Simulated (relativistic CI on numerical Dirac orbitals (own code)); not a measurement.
**O+: from the plainest model towards the measured levels**

Calculated with a relativistic CI code on KLI orbitals (one set per configuration, finite nucleus), adding one ingredient at a time: step 1, Dirac-Coulomb, each configuration alone; step 2, with Breit and QED terms; step 3, with configuration mixing; step 4, with scaled Slater integrals (0.85); step 5, with a P86 correlation estimate; step 6, tied to the ionisation limit. P86 is a density functional for the correlation energy, evaluated here for each configuration and added to its levels. Step 6 is semi-empirical: configurations made of the next ion and one excited electron move by -302 cm⁻¹, so that their limit matches the tabulated ionisation energy, and those with a non-penetrating f or g electron also take the P86 value of the least penetrating other one.

Configuration list (outside the closed core 1s2): 2s2.2p3, 2s.2p4, 2s2.2p2.3s, 2s2.2p2.3p, 2s2.2p2.3d, 2s2.2p2.4s, 2p5, 2s2.2p2.4p, 2s2.2p2.4d, 2s2.2p2.4f, 2s2.2p.3s.3p, 2s.2p3.3s, 2s2.2p.3s2, 2s2.3s2.3p, 2s2.3s2.3d, 2s2.3s2.4s, 2s2.3s2.4p, 2s2.2p.3s.3d, 2s2.3s.3p.3d, 2s2.3s.3d2, 2s2.3s.3d.4s, 2s2.3s.3d.4p, 2s2.2p.3p2, 2s2.3s.3p2, 2s2.3p3, 2s2.3p2.3d, 2s2.3p2.4s, 2s2.3p2.4p.

Computed minus measured energy above the ground level, in cm⁻¹, for 17 of the 54 excited levels that pair in every step (one J of a term; a digit in brackets numbers repeated terms):

| Configuration | Term | J | Measured | Step 1 | Step 2 | Step 3 | Step 4 | Step 5 | Step 6 |
| --- | --- | --- | --- | --- | --- | --- | --- | --- | --- |
| 2s2.2p3 | 2D° | 5/2 | 26811 | 3212 | 3194 | 3852 | -641 | -656 | -656 |
| 2s2.2p3 | 2P° | 3/2 | 40468 | 9573 | 9582 | 785 | -4138 | -4103 | -4103 |
| 2s.2p4 | 4P | 5/2 | 119837 | 1777 | 1732 | 1547 | 4360 | 5394 | 5392 |
| 2s.2p4 | 2D | 5/2 | 165988 | 12793 | 12739 | 11235 | 5869 | 6975 | 6969 |
| 2s2.2p2.3s | 4P | 1/2 | 185235 | -1923 | -1899 | -1085 | -3683 | 1085 | 785 |
| 2s2.2p2.3s | 2P | 1/2 | 188889 | -365 | -346 | -47 | -3401 | 1353 | 1054 |
| 2s.2p4 | 2S | 1/2 | 195710 | 12900 | 12880 | 10704 | 1093 | 2265 | 2254 |
| 2s2.2p2.3p | 2S° | 1/2 | 203942 | -1571 | -1589 | -2189 | -3997 | 1224 | 924 |
| 2s2.2p2.3p | 4D° | 1/2 | 206731 | -2378 | -2361 | -2211 | -4452 | 762 | 462 |
| 2s2.2p2.3s | 2D | 5/2 | 206972 | 322 | 304 | 1247 | -4920 | -165 | -465 |
| 2s2.2p2.3p | 4P° | 1/2 | 208346 | -2441 | -2438 | -2125 | -4626 | 586 | 285 |
| 2s2.2p2.3p | 4S° | 3/2 | 212162 | -409 | -426 | -2064 | -4643 | 578 | 284 |
| 2s2.2p2.3d | 4F | 3/2 | 231296 | -3485 | -3473 | -2557 | -5228 | 337 | 36 |
| 2s2.2p2.3d | 4P | 5/2 | 232463 | -3610 | -3608 | -1947 | -4904 | 646 | 346 |
| 2s2.2p2.3d | 4D | 1/2 | 232712 | -3469 | -3485 | -2574 | -5438 | 125 | -177 |
| 2s2.2p2.3d | 2F | 5/2 | 232796 | -2843 | -2841 | -1957 | -4945 | 622 | 321 |
| 2s2.2p2.4s | 4P | 1/2 | 238627 | -3767 | -3748 | -2740 | -5526 | 899 | 598 |

Mean absolute errors in cm⁻¹, over all paired levels and for the configurations:

```tsv
Configuration, levels	Step 1	Step 2	Step 3	Step 4	Step 5	Step 6
all, 54	3116	3119	2276	4664	1258	1138
2s2.2p3, 4	6383	6387	2319	2390	2380	2379
2s.2p4, 6	7302	7258	6302	4318	5399	5394
2s2.2p2.3s, 7	999	996	833	3953	901	773
2s2.2p2.3p, 19	1674	1681	1470	4987	578	494
2s2.2p2.3d, 15	3262	3280	2256	5159	403	200
2s2.2p2.4s, 3	3739	3745	2739	5524	901	599
```

Measured levels: NIST Handbook of Basic Atomic Spectroscopic Data (Sansonetti and Martin, J. Phys. Chem. Ref. Data 34, 1559 (2005)).

Q: What does each ingredient do to the ground and the excited configurations, and where is the model closest to experiment?

A: Terms of the ground configuration are off by 6383 at first, 2319 with mixing and 2390 after scaling, which overcorrects here, since the mixing already narrows the term splittings. Mixing lowers the ground level by 975; relative to it the configurations that move most are 2s2.2p2.3d by +1024, 2s2.2p2.4s by +1006, 2s.2p4 by -957. The P86 estimate moves 2s2.2p2.4s by +6425, 2s2.2p2.3d by +5562, 2s2.2p2.3p by +5226, and takes the mean absolute error of the excited configurations from 4846 to 1169. Step 6 takes that error from 1169 to 1039; the error more than halves for 2s2.2p2.3d. The mean absolute error is lowest at step 6 (1138 cm⁻¹), and the largest single drop is from step 4 to 5 (4664 to 1258).
